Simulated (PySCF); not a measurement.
**Electron correlation in Si⁺ (silicon, charge +1)**

[Ne] 3s1 3p2, high-spin 4P determinant (an excited configuration). All numbers are calculated (PySCF 2.14, scalar relativity by spin-free X2C-1e, in x2c-QZVPPall with one added diffuse shell each of s, p, d, f type (10s7p5d3f1g, 86 functions)). Frozen: [Ne]; 3 electrons correlated.

```
  level  correlation energy (mhartree)
   CCSD                         -15.74
    (T)                          -0.12
CCSD(T)                         -15.86
```

Diagnostics: T1 = 0.0029, D1 = 0.0067, largest double amplitude 0.036.

Cost of the coupled-cluster step: roughly 7 core-seconds, for 3 correlated electrons.

Iterations:

```
CC2 = 0
CCSD nocc = (np.int64(3), np.int64(0)), nmo = (81, 81)
frozen orbitals [[0, 1, 2, 3, 4], [0, 1, 2, 3, 4]]
max_cycle = 100
direct = 0
conv_tol = 1e-08
conv_tol_normt = 1e-06
diis_space = 8
diis_start_cycle = 0
Init t2, MP2 energy = -0.0105351949265084
Init E_corr(UCCSD) = -0.010535194936404
cycle = 1  E_corr(UCCSD) = -0.0137874225378183  dE = -0.0032522276  norm(t1,t2) = 0.0274677
cycle = 2  E_corr(UCCSD) = -0.0149598518044975  dE = -0.00117242927  norm(t1,t2) = 0.0111981
cycle = 3  E_corr(UCCSD) = -0.0157468053768971  dE = -0.000786953572  norm(t1,t2) = 0.00479501
cycle = 4  E_corr(UCCSD) = -0.0157384837679584  dE = 8.32160894e-06  norm(t1,t2) = 0.000407691
cycle = 5  E_corr(UCCSD) = -0.0157399007627515  dE = -1.41699479e-06  norm(t1,t2) = 5.37842e-05
cycle = 6  E_corr(UCCSD) = -0.015739452412531  dE = 4.48350221e-07  norm(t1,t2) = 7.6543e-06
cycle = 7  E_corr(UCCSD) = -0.0157396508444426  dE = -1.98431912e-07  norm(t1,t2) = 1.23186e-06
cycle = 8  E_corr(UCCSD) = -0.0157396003117841  dE = 5.05326586e-08  norm(t1,t2) = 2.56366e-07
cycle = 9  E_corr(UCCSD) = -0.0157396068383552  dE = -6.52657111e-09  norm(t1,t2) = 6.54269e-08
UCCSD converged
E(UCCSD) = -289.0545562724491  E_corr = -0.01573960683835517
UCCSD(T) correction = -0.00012149085470186
```
